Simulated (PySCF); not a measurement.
Radial density of H- (hydrogen, charge -1)

r2SCANh, 1s2, closed-shell 1S. All numbers are calculated (PySCF 2.14, scalar relativity by spin-free X2C-1e, in dyall-acv3z).

| r (bohr) | 4πr²ρ (e/bohr) |
| --- | --- |
| 0.0254 | 0.002555 |
| 0.0427 | 0.006969 |
| 0.0718 | 0.01862 |
| 0.121 | 0.04776 |
| 0.203 | 0.1149 |
| 0.342 | 0.2479 |
| 0.575 | 0.4499 |
| 0.966 | 0.6273 |
| 1.63 | 0.6044 |
| 2.73 | 0.3690 |
| 4.60 | 0.1368 |
| 7.74 | 0.03010 |
| 13.0 | 0.0009500 |

Densities and radii are taken from the X2C orbitals without a picture-change correction, which distorts them close to the nucleus.

At r2SCANh the highest occupied level has a positive energy, so only the finite basis holds that electron; in a semilocal or global hybrid functional this comes from self-interaction and does not mean that the real anion is unbound.
